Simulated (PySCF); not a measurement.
CH5AlGeO (calculated)

Calculation on a computer-drawn molecule: the log of a Hartree-Fock and frozen-core CCSD(T) single point meant for a local Hartree-Fock minimum, with one planted fault or none, to be diagnosed. Offsets are logged minus clean, where the clean run is the same molecule without the fault. The reference is restricted for singlets and unrestricted otherwise, and also for a bond in bohr or an excited solution. Adding or removing an electron swaps singlet and doublet. The excited solution moves the top pair (singlet) or top alpha electron (doublet) to the lowest empty orbital. Highest occupied and lowest empty are orbital energies over both spins, largest force is the largest gradient component, triples share is (T) over the correlation energy, the T1 limit is 0.02 restricted and 0.045 unrestricted, electrons count all cores, a negative frequency is imaginary (commonest isotopes), and the dipole is about the centre of nuclear charge; on germanium a core potential holds 10 electrons, which the energies leave out, and 3d is frozen in MP2 and coupled-cluster steps. Program: PySCF 2.14.0.

### CH5AlGeO

Logged structure:
```xyz
9
CH5AlGeO
Al    -0.3331     0.2986     3.2884
O     -0.9469    -0.6401     2.0411
C     -1.4304    -1.4933     1.0517
Ge    -2.3333    -0.4569    -0.3671
H     -2.1345    -2.2109     1.4815
H     -0.6101    -2.0692     0.6148
H     -1.3408     0.5295    -0.9947
H     -3.5019     0.3316     0.2367
H     -3.3497    -2.2239    -2.4347
```

- meant charge: 0
- meant multiplicity: 1
- meant basis: cc-pV(D+d)Z
- meant basis and core potential on germanium: cc-pVDZ-PP ECP10MDF
- logged electrons: 64
- logged basis functions: 99
- logged SCF converged: yes
- logged spin squared: 0.8431
- logged highest occupied: -8.4179 eV
- logged lowest empty: 1.4687 eV
- logged largest force: 0.0066572 hartree/bohr
- logged T1 diagnostic: 0.042101
- logged D1 diagnostic: 0.19725
- logged triples share: 0.03297
- logged CC converged: yes
- logged dipole magnitude: 0.88978 debye
- logged SCF stable within its kind: yes
- logged energy HF: -650.85784 hartree
- logged energy CCSD(T): -651.38228 hartree
- possible faults: no fault, one electron removed, one electron added, multiplicity raised by two, geometry at a saddle point, SCF held on an excited solution, minimal basis STO-3G, one bond length entered in bohr, all coordinates scaled
- planted fault: one bond length entered in bohr, row 8 of the drawn bonds
- HF energy offset from clean run: 64.85 kcal/mol
- CCSD(T) energy offset from clean run: 72.21 kcal/mol

Drawn bonds:
| atom | other atom | order |
| --- | --- | --- |
| 1 | 2 | 1 |
| 2 | 3 | 1 |
| 3 | 4 | 1 |
| 3 | 5 | 1 |
| 3 | 6 | 1 |
| 4 | 7 | 1 |
| 4 | 8 | 1 |
| 4 | 9 | 1 |
